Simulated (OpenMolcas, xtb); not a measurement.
A ladder of methods for CHClFGeN (SMILES N#[C][GeH]([F])[Cl])

CHClFGeN has 6 atoms, charge 0, and is taken as a singlet. As SMILES, `N#[C][GeH]([F])[Cl]`. Geometry: relaxed at PBE0-D4/def2-TZVP.

Each level gives the HOMO–LUMO gap (eV). The values are calculated.

| level | kind | program | value (eV) | CPU time |
| --- | --- | --- | --- | --- |
| GFN2-xTB | semi-empirical | xtb | 4.68 | under 2 s |
| HF/cc-pVDZ | Hartree–Fock | OpenMolcas | 15.65 | 9.1 s |
| SVWN5/cc-pVDZ | LDA | OpenMolcas | 6.01 | 18 s |
| PBE/cc-pVDZ | GGA | OpenMolcas | 6.16 | 26 s |
| M06-L/cc-pVDZ | meta-GGA | OpenMolcas | 6.85 | 32 s |
| BHLYP/cc-pVDZ | global hybrid | OpenMolcas | 10.94 | 23 s |
| PBE0/cc-pVDZ | global hybrid | OpenMolcas | 8.59 | 23 s |
| B2PLYP/cc-pVDZ | double hybrid | OpenMolcas | 11.22 | 19 s |

All-electron rows without a relativistic Hamiltonian named are non-relativistic. The values span 4.68 to 15.65 eV. Orbital gaps aren't excitation energies, and those of double hybrids come from the SCF part alone; they tend to grow with the share of exact exchange. Times are those of the runs behind each value, whatever else they computed, on shared processors of several kinds: orders of magnitude only.
